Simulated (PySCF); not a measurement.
Compound: C6H13As.
InChI=1S/C6H13As/c1-5-3-6(2)7-4-5/h5-7H,3-4H2,1-2H3/t5-,6-/m0/s1

A linear-response calculation (PySCF, def2-SVPD basis, gas phase, vertical, core orbitals frozen in the response) gave these numbers; the functional is withheld.

Orbital energies (eV): HOMO-3 -9.02, HOMO-2 -8.74, HOMO-1 -8.16, HOMO -6.69, LUMO 0.38, LUMO+1 0.57, LUMO+2 1.06.

```json
{"state": "S1", "E (eV)": "5.95", "f": "0.049", "main configurations (H = HOMO, L = LUMO)": "H→L (95%)"}
{"state": "S2", "E (eV)": "6.15", "f": "0.058", "main configurations (H = HOMO, L = LUMO)": "H→L+1 (96%)"}
{"state": "S3", "E (eV)": "6.78", "f": "0.101", "main configurations (H = HOMO, L = LUMO)": "H→L+2 (76%)"}
{"state": "S4", "E (eV)": "6.92", "f": "0.011", "main configurations (H = HOMO, L = LUMO)": "H→L+3 (85%)"}
{"state": "S5", "E (eV)": "7.03", "f": "0.064", "main configurations (H = HOMO, L = LUMO)": "H→L+4 (80%), H→L+2 (10%)"}
{"state": "S6", "E (eV)": "7.31", "f": "0.0029", "main configurations (H = HOMO, L = LUMO)": "H-1→L (46%), H→L+5 (25%), H-1→L+1 (20%)"}
```

Triplets, Tamm–Dancoff:

| state | E (eV) | λ (nm) | main configurations (H = HOMO, L = LUMO) |
| --- | --- | --- | --- |
| T1 | 5.02 | 246.9 | H→L (52%), H→L+1 (37%) |
| T2 | 5.19 | 238.7 | H→L+1 (43%), H→L (29%), H→L+2 (20%) |
| T3 | 6.38 | 194.3 | H→L+2 (20%), H→L+3 (16%), H→L+5 (16%) |
| T4 | 6.64 | 186.7 | H→L+2 (31%), H-1→L+1 (24%), H-1→L (21%) |

Vertical ionisation energy by ΔSCF with the same functional: 8.59 eV. Mean static polarisability: 102.5 au.

Question: Which of these was used?
A. HF
B. PBE
C. PBE0
D. CAM-B3LYP

Answer: C. PBE0 is a global hybrid with 25% exact exchange. In this run −ε(HOMO) = 6.69 eV differs from the ΔSCF value by -1.90 eV, and S1 differs from the orbital gap of 7.07 eV by -1.12 eV. The ratio −ε(HOMO)/IP is 0.78. Usual ranges for neutral molecules in this basis: 0.7 to 0.83 with PBE0, 0.5 to 0.7 with PBE, 0.85 to 0.93 with CAM-B3LYP; with Hartree–Fock the ratio is 1 or more (Koopmans' value less the relaxation energy is the ΔSCF value).

Theory: TDDFT PBE0/def2-SVPD, vertical, gas phase, core orbitals frozen in the response in PySCF 2.14.0, density-fitted response routines. The structure is a single PBE0-D3(BJ)/def2-SVP conformer in the gas phase; no vibrational or solvent corrections. The PBE0/def2-SVPD calculation is non-relativistic and has no spin–orbit coupling, an omission that weighs most on arsenic.

Time: 4.8 min (grids of density and orbitals included); peak memory 1.1 GiB. Hardware: Arm Neoverse N1, one thread, on a shared host.

Without π bonds the low states are Rydberg-like; a valence basis with one diffuse set may place them up to an eV too high.
